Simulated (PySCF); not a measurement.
C₃H₇FOSi, SMILES C[C@@H](F)[SiH2]C=O. Atoms are numbered in the order given.

```xyz
13

C     -2.5680    -0.1523    -0.2200
C     -1.1395    -0.5687     0.0526
F     -0.6743    -1.3501    -1.0291
Si     0.1496     0.8342     0.1826
C      1.8977     0.0034     0.2022
O      2.8384     0.4674     0.8069
H     -2.6335     0.4765    -1.1215
H     -3.2034    -1.0398    -0.3710
H     -2.9718     0.4184     0.6315
H     -1.1003    -1.2148     0.9512
H     -0.0299     1.6781     1.3995
H      0.0486     1.6699    -1.0525
H      2.0165    -0.9495    -0.3952
```

Coordinates come from a r2SCAN-D4/def2-SVP optimisation. The structure was generated by enumeration; whether it is a known compound was not checked. Other conformers were not sampled.

Two levels are set side by side: PBE/pcSseg-1 (PySCF) and B3LYP/pcSseg-1 (PySCF). GIAO shifts against CFCl3 (¹⁹F), H2O (¹⁷O), TMS (²⁹Si), TMS (¹H), TMS (¹³C) at the same level; non-relativistic, no solvent, atoms listed together averaged. Differences are taken from unrounded values.

```
quantity               B3LYP
--------------------  ------
δ(¹³C) of C1 (ppm)      23.8
δ(¹³C) of C2 (ppm)      91.2
δ(¹⁹F) of F3 (ppm)    -239.4
δ(²⁹Si) of Si4 (ppm)   -56.0
δ(¹³C) of C5 (ppm)     245.7
δ(¹⁷O) of O6 (ppm)     966.9
δ(¹H) of H10 (ppm)      5.38
δ(¹H) of H13 (ppm)     12.44
```

Task: What does PBE give, and how far is it from B3LYP? (Estimate from the structure and the level; the computed values follow.)

Result: 
```csv
quantity,PBE,PBE minus B3LYP
δ(¹³C) of C1 (ppm),24.3,0.5
δ(¹³C) of C2 (ppm),93.2,2.0
δ(¹⁹F) of F3 (ppm),-249.7,-10.3
δ(²⁹Si) of Si4 (ppm),-60.7,-4.7
δ(¹³C) of C5 (ppm),245.1,-0.6
δ(¹⁷O) of O6 (ppm),954.4,-12.5
δ(¹H) of H10 (ppm),5.64,0.25
δ(¹H) of H13 (ppm),12.83,0.39
```

Rough cost on one machine, each run with all the roots and properties that it gave: B3LYP against PBE within a factor of 2.
